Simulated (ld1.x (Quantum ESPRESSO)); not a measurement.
## osmium (Os), ultrasoft: configuration errors across variants

Os (Z = 76), ultrasoft, made with ld1.x (Quantum ESPRESSO) 7.5 (PBE, scalar-relativistic). Core [Kr] 4d10, reference 4f14 5s2 5p6 5d6 6s1 6p0 (charge +1). Waves: 5s (bound): rcut 1.45, rcutus 1.95 bohr; 6s (bound): rcut 1.45, rcutus 1.95 bohr; 5p (bound): rcut 1.65, rcutus 2.05 bohr; 6p (bound, empty): rcut 1.65, rcutus 2.05 bohr; 5d (bound): rcut 2.25, rcutus 2.75 bohr; 5d channel at 0.55 Ry: rcut 2.25, rcutus 2.75 bohr; 4f (bound): rcut 0.70, rcutus 0.90 bohr; 4f channel at -3.45 Ry: rcut 0.70, rcutus 0.90 bohr. Local part: all-electron potential smoothed inside 1.90 bohr (lloc = -1). Core correction: a·sin(br)/r model core inside 0.60 bohr. Augmentation charge: built from norm-conserving waves at rcut, not smoothed further.

All-electron excitation energies from the reference (eV): (1) 4f14 5s2 5p6 5d6 6s2 6p0 -9.577; (2) 4f14 5s2 5p6 5d6 6s0 6p0 16.915; (3) 4f14 5s2 5p6 5d5 6s0 6p0 45.761; (4) 4f14 5s2 5p6 5d7 6s0 6p0 -0.538; (5) 4f14 5s2 5p6 5d6 6s0 6p1 6.145.

The overlap operator is not positive definite (basis up to 400 Ry) in “base”, “waves 5d (bound): rcut 2.25, rcutus 2.62 bohr; 5d channel at 0.55 Ry: rcut 2.25, rcutus 2.62 bohr”, “wave 4f channel at -3.45 Ry: rcut 0.70, rcutus 0.90 bohr becomes 4f channel at 0.27 Ry: rcut 0.70, rcutus 0.90 bohr”, “waves 5p (bound): rcut 1.20, rcutus 1.28 bohr; 6p (bound): rcut 1.20, rcutus 1.28 bohr”, “core correction a·sin(br)/r model core inside 1.08 bohr”, “waves 5s (bound): rcut 1.45, rcutus 1.86 bohr; 6s (bound): rcut 1.45, rcutus 1.86 bohr”, “waves 4f (bound): rcut 0.54, rcutus 0.58 bohr; 4f channel at -3.45 Ry: rcut 0.54, rcutus 0.58 bohr”, “type PAW; local potential all-electron potential smoothed inside 1.10 bohr (lloc = -1); augmentation BESSEL, radius 0.70 bohr”. Such files are unfit for use, however small their errors in these radial tests.

Tests that are not counted but printed errors over 1 eV. “wave 4f channel at -3.45 Ry: rcut 0.70, rcutus 0.90 bohr becomes 4f channel at 0.27 Ry: rcut 0.70, rcutus 0.90 bohr”: 4f14 5s2 5p6 5d4 6s0 6p0 (solver errors, printed error -9657 eV). “core correction a·sin(br)/r model core inside 1.08 bohr”: 4f14 5s2 5p6 5d4 6s0 6p0 (solver errors, printed error -9434 eV). “waves 5s (bound): rcut 1.45, rcutus 1.86 bohr; 6s (bound): rcut 1.45, rcutus 1.86 bohr”: 4f14 5s2 5p6 5d4 6s0 6p0 (solver errors, printed error -9590 eV).

3 further variants failed, have other tests or another functional or relativity, and are left out.

The file “base” misses its own reference levels by 2.2 eV. The file “waves 5d (bound): rcut 2.25, rcutus 2.62 bohr; 5d channel at 0.55 Ry: rcut 2.25, rcutus 2.62 bohr” misses its own reference levels by 2.2 eV. The file “wave 4f channel at -3.45 Ry: rcut 0.70, rcutus 0.90 bohr becomes 4f channel at 0.27 Ry: rcut 0.70, rcutus 0.90 bohr” misses its own reference levels by 2.2 eV. The file “waves 5p (bound): rcut 1.20, rcutus 1.28 bohr; 6p (bound): rcut 1.20, rcutus 1.28 bohr” misses its own reference levels by 2.2 eV. The file “core correction a·sin(br)/r model core inside 1.08 bohr” misses its own reference levels by 2.2 eV. The file “waves 5s (bound): rcut 1.45, rcutus 1.86 bohr; 6s (bound): rcut 1.45, rcutus 1.86 bohr” misses its own reference levels by 1.9 eV. The file “waves 4f (bound): rcut 0.54, rcutus 0.58 bohr; 4f channel at -3.45 Ry: rcut 0.54, rcutus 0.58 bohr” misses its own reference levels by 2.2 eV.

Errors AE − PS in meV (a dash: test not solved or not reliable):

| change | (1) | (2) | (3) | (4) | (5) | bound ghosts |
| --- | --- | --- | --- | --- | --- | --- |
| base | -1719 | +2660 | +2140 | +2564 | +2640 | not determined (overlap not positive) |
| waves 5d (bound): rcut 2.25, rcutus 2.62 bohr; 5d channel at 0.55 Ry: rcut 2.25, rcutus 2.62 bohr | -1696 | +2702 | +2251 | – | – | not determined (overlap not positive) |
| wave 4f channel at -3.45 Ry: rcut 0.70, rcutus 0.90 bohr becomes 4f channel at 0.27 Ry: rcut 0.70, rcutus 0.90 bohr | -1718 | +2660 | +2140 | +2562 | +2636 | not determined (overlap not positive) |
| waves 5p (bound): rcut 1.20, rcutus 1.28 bohr; 6p (bound): rcut 1.20, rcutus 1.28 bohr | -1717 | +2660 | +2208 | +2581 | +2692 | not determined (overlap not positive) |
| core correction a·sin(br)/r model core inside 1.08 bohr | -1719 | +2660 | +2139 | +2563 | +2640 | not determined (overlap not positive) |
| waves 5s (bound): rcut 1.45, rcutus 1.86 bohr; 6s (bound): rcut 1.45, rcutus 1.86 bohr | -1537 | +2382 | +1865 | +2286 | +2361 | not determined (overlap not positive) |
| waves 4f (bound): rcut 0.54, rcutus 0.58 bohr; 4f channel at -3.45 Ry: rcut 0.54, rcutus 0.58 bohr | -1718 | +2660 | +2140 | +2563 | +2637 | not determined (overlap not positive) |
| type PAW; local potential all-electron potential smoothed inside 1.10 bohr (lloc = -1); augmentation BESSEL, radius 0.70 bohr | – | – | – | – | – | not determined (overlap not positive) |

(1) Give the same row for: local potential all-electron potential smoothed inside 2.36 bohr (lloc = -1).

Answers

(1) -1956, +3047, +2335, +2964, +1820; bound ghosts: not determined.
